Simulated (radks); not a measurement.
The numbers below are computed, except where a source is named.
The terbium ion Tb+ inside a hard spherical wall (all orbitals vanish at R), configuration held at [Xe] 4f9 6s1 and not refilled when levels cross. Level of theory: scalar-relativistic Kohn-Sham, PBEsol, spin-polarised, spherical densities, finite nucleus; open shells are filled with parallel spins first (spin-orbit coupling, left out, can overturn this in heavy ions); Fermi nuclear charge, rms radius 5.06 fm (a radial shooting solver on a logarithmic mesh with Libxc functionals). Eigenvalues in eV for spin up, with the zero of energy where the potential of the charges vanishes at infinity; a dash marks a level that is unbound or too diffuse for the functional's potential to be trusted. A positive occupied level is held by the wall or, in an anion where self-interaction has pushed it up, behind a barrier. The pressure on the wall is -dE/dV.

| R (bohr) | E (hartree) | kinetic (hartree) | e(5s) | e(5p) | e(4f) | e(6s) | e(5d, empty) | e(6p, empty) | pressure (GPa) |
|---|---|---|---|---|---|---|---|---|---|
| free | -11704.0401 | 12594.024 | -54.788 | -31.912 | -10.778 | -9.169 | -7.397 | -5.683 | 0 |
| 20 | -11704.0401 | 12594.024 | -54.788 | -31.912 | -10.778 | -9.169 | -7.397 | -5.683 | < 0.0001 |
| 12 | -11704.0401 | 12594.025 | -54.786 | -31.911 | -10.776 | -9.167 | -7.395 | -5.671 | 0.000400 |
| 5 | -11703.9276 | 12594.597 | -53.173 | -30.391 | -9.101 | -5.539 | -5.397 | 1.061 | 12.5 |
| 4 | -11703.6425 | 12595.860 | -51.102 | -28.428 | -6.716 | 1.779 | -2.120 | 11.801 | 79.8 |
| 3 | -11702.1562 | 12602.341 | -44.077 | -20.970 | 1.904 | 29.695 | 9.720 | 47.323 | 867 |
| 2 | -11689.4995 | 12649.223 | -6.099 | 24.084 | 41.275 | 173.76 | 71.727 | 209.05 | 20100 |
| 1.5 | -11650.7557 | 12775.522 | 91.278 | 137.45 | 110.56 | 470.79 | 208.91 | 523.37 | 160000 |
